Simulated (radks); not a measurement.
Problem. The table gives one normalised radial function P(r) = r R(r) of Ho59+ in [He] 2s2 2p4 (r in bohr). All-electron calculation, non-relativistic Kohn-Sham, PBE, spin-polarised, spherical densities, point nucleus; open shells are filled with parallel spins first (spin-orbit coupling, left out, can overturn this in heavy ions); relativity is left out, which matters for an element this heavy. Program: a radial shooting solver on a logarithmic mesh with Libxc functionals.

r          P
0.002148  0.0296
0.002603  0.0428
0.003154  0.0618
0.003821  0.0887
0.00463   0.1267
0.00561   0.1800
0.006798  0.2541
0.008237  0.3556
0.009981  0.4927
0.01209   0.6745
0.01465   0.9100
0.01761   1.1926
0.02134   1.5492
0.02586   1.9619
0.03133   2.4096
0.03796   2.8525
0.046     3.2304
0.05574   3.4677
0.06753   3.4897
0.08183   3.2489
0.09915   2.7536
0.1201    2.0837
0.1456    1.3752
0.1764    0.7693
0.2137    0.3522
0.259     0.1264
0.3138    0.0338

Which n and l does it have? It may be an empty orbital.

Solution. n = 2, l = 1: the number of nodes gives n - l - 1 = 0, the rise at small r (about r^(l+1)) gives l, and the extent must fit the shell. The curve is that of 2p up; the table hardly tells the two spins apart. 2p up: eigenvalue -12873.5 eV, 0 radial nodes, <r> = 0.0787 bohr, 90 % of the charge inside 0.126 bohr.
